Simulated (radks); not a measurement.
Neutral beryllium inside a hard spherical wall (all orbitals vanish at R), configuration held at [He] 2s2 and not refilled when levels cross. All-electron calculation, scalar-relativistic Kohn-Sham, LDA (Slater exchange, Perdew-Wang correlation), spin-unpolarised, spherical densities, finite nucleus; Fermi nuclear charge, rms radius 2.519 fm. Program: a radial shooting solver on a logarithmic mesh with Libxc functionals. Eigenvalues in eV, with the zero of energy where the potential of the charges vanishes at infinity; a dash marks a level that is unbound or too diffuse for the functional's potential to be trusted. A positive occupied level is held by the wall or, in an anion where self-interaction has pushed it up, behind a barrier. The pressure on the wall is -dE/dV.

R (bohr)  E (hartree)  kinetic (hartree)    e(1s)   e(2s)  e(2p, empty)  e(3s, empty)  pressure (GPa)
free        -14.44930             14.317  -104.95  -5.600        -2.100        -0.034               0
20          -14.44930             14.317  -104.95  -5.600        -2.100         0.070        < 0.0001
15          -14.44930             14.317  -104.95  -5.600        -2.100         0.277        < 0.0001
8           -14.44763             14.331  -104.78  -5.491        -1.897         3.223          0.0742
5           -14.39016             14.602  -102.38  -3.676         0.415        15.892            6.52
4           -14.25463             15.059  -99.285  -0.629         3.720        31.121            34.6
3           -13.75908             16.382  -92.702   8.551        12.266        69.337             240
1.5          -6.85623             29.778  -58.367  115.33        84.146        391.01           16000
